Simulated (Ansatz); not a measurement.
## Ligand exchange: BH(CH3)(NH2) + InH2(SH) → BH(CH3)(SH) + InH2(NH2)

Species: BH(CH3)(NH2), singlet; InH2(SH), singlet; BH(CH3)(SH), singlet; InH2(NH2), singlet. The partners trade NH2 for SH: B–NH2 and In–SH bonds give way to B–SH and In–NH2.

Shapes, held fixed at every level: PBE0-D4/def2-TZVP. Flexible molecules stand in one conformer, not always the lowest. Programs: Ansatz 0.2.0. The zero-point and thermal change to 298 K, harmonic and unscaled (PBE0-D4/def2-TZVP), is -5.1 kJ/mol.

| level | kind | ΔH(298 K) (kJ/mol) | less CCSD(T)/def2-TZVPP |
| --- | --- | --- | --- |
| HF/def2-TZVPP | Hartree–Fock | +134.1 | +16.6 |
| SPW92/def2-TZVPP | LDA | +121.4 | +3.9 |
| B3LYP-D4/def2-TZVPP | global hybrid | +123.2 | +5.7 |
| r2SCAN0-D4/def2-TZVPP | global hybrid | +125.1 | +7.6 |
| wB97M-V/def2-TZVPP | range-separated hybrid | +122.7 | +5.2 |
| B2PLYP/def2-TZVPP | double hybrid | +121.0 | +3.5 |
| CCSD(T)/def2-TZVPP | coupled cluster or CI | +117.5 | 0.0 |

The highest level, CCSD(T)/def2-TZVPP, gives ΔH(298 K) = +117.5 kJ/mol; the levels span +117.5 to +134.1. The column of differences is taken from that level and isn't an error. No measured value is set beside it here. For atoms past krypton def2 sets carry core potentials with scalar relativity. Outer-core shells of In are correlated, in sets that cover them unevenly. CCSD(T)/def2-TZVPP lies outside the range of all other levels here, so it shouldn't be taken on trust.
